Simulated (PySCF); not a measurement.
Fill in the blanks.

Species: C7H12FP.
Cartesian coordinates in Å at the PBE0-D3(BJ)/def2-SVP level; atoms count from 1:
```
atom  x, y, z in Å
C1     3.3962   -0.1933    0.9716
C2     2.9846    0.7515    0.1234
C3     2.1547    0.5075   -1.0960
P4     0.4091    1.1682   -0.8871
C5    -0.2954   -0.1280   -0.0662
F6     0.3840   -1.2461    0.2261
C7    -1.7135   -0.2223    0.4030
C8    -2.4937    1.0707    0.2222
C9    -2.4109   -1.4118   -0.2639
H10    3.9885    0.0584    1.8549
H11    3.1490   -1.2476    0.8152
H12    3.2426    1.7981    0.3291
H13    2.1146   -0.5637   -1.3421
H14    2.5747    1.0431   -1.9632
H15   -1.6411   -0.4439    1.4862
H16   -3.5102    0.9571    0.6272
H17   -2.0094    1.9134    0.7368
H18   -2.5828    1.3331   -0.8439
H19   -1.8356   -2.3381   -0.1280
H20   -3.4118   -1.5616    0.1680
H21   -2.5245   -1.2313   -1.3444
```

```json
{"property": "point group", "level": "PBE0-D3(BJ)/def2-SVP", "value": "?"}
{"property": "rotational constants A, B, C", "level": "PBE0-D3(BJ)/def2-SVP", "value": "?"}
{"property": "dipole moment", "level": "B3LYP/def2-SVPD", "value": "0.89 D"}
{"property": "HOMO energy", "level": "B3LYP/def2-SVPD", "value": "-6.54 eV"}
{"property": "LUMO energy", "level": "B3LYP/def2-SVPD", "value": "-1.48 eV"}
{"property": "lowest singlet excitation", "level": "TDDFT B3LYP/def2-SVPD", "value": "4.45 eV (279 nm, f = 0.017)"}
{"property": "strongest line among the 10 lowest singlet transitions", "level": "TDDFT B3LYP/def2-SVPD", "value": "S2 at 5.08 eV (244 nm, f = 0.194)"}
{"property": "lowest triplet excitation (Tamm–Dancoff)", "level": "TDA B3LYP/def2-SVPD", "value": "2.78 eV"}
{"property": "static isotropic polarisability", "level": "B3LYP/def2-SVPD", "value": "116.3 au"}
{"property": "vertical ionisation energy", "level": "ΔSCF B3LYP/def2-SVPD", "value": "8.45 eV"}
{"property": "electronic spatial extent ⟨r²⟩ about the centre of nuclear charge", "level": "B3LYP/def2-SVPD", "value": "?"}
{"property": "13C chemical shifts (computed TMS as zero) by class", "level": "GIAO HF/pcSseg-1", "value": "246.1 (C5), 144.4 (C2), 122.9 (C1), 34.4 (C7), 23.6 (C3), 19.7 (C8/C9) ppm"}
{"property": "1H chemical shifts (computed TMS as zero) by class", "level": "GIAO HF/pcSseg-1", "value": "5.95 (H12), 5.49 (H11), 5.18 (H10), 2.38 (H13/H14), 1.94 (H15), 1.16 (H16/H17/H18/H19/H20/H21) ppm"}
{"property": "isotropic shieldings of nuclei other than C and H, by class", "level": "GIAO HF/pcSseg-1", "value": "249 (F6), 203 (P4) ppm"}
```

The electronic properties come from PySCF, for the isolated species, density fitting. NMR classes are plain means over equivalent atoms (diastereotopic ones count apart unless rotation or inversion swaps them), as if these changed places fast; in this geometry the members of some classes differ.

Q: What is the point group?

A: C1.

Q: The rotational constants A, B, C?

A: 2.499, 0.798, 0.689 GHz.

Q: Give the electronic spatial extent ⟨r²⟩ about the centre of nuclear charge.

A: 1773 bohr².

The vertical singlet–triplet gap S1 − T1 is 1.67 eV (TDDFT singlet less Tamm–Dancoff triplet; S1: HOMO−1→LUMO, weight 0.70; T1: HOMO→LUMO, weight 0.87). The rotational constants make it an asymmetric top with κ = (2B − A − C)/(A − C) = -0.88, nearer the prolate limit (−1). The largest Löwdin shares of the HOMO are 0.33 on P4, 0.28 on C5, 0.09 on C1 and 0.08 on C2. The ΔSCF ionisation energy exceeds −ε(HOMO) by 1.91 eV with B3LYP. In wavenumbers S1 is 35900 cm⁻¹ (1 eV = 8065.54 cm⁻¹).

One conformer stands for the species.
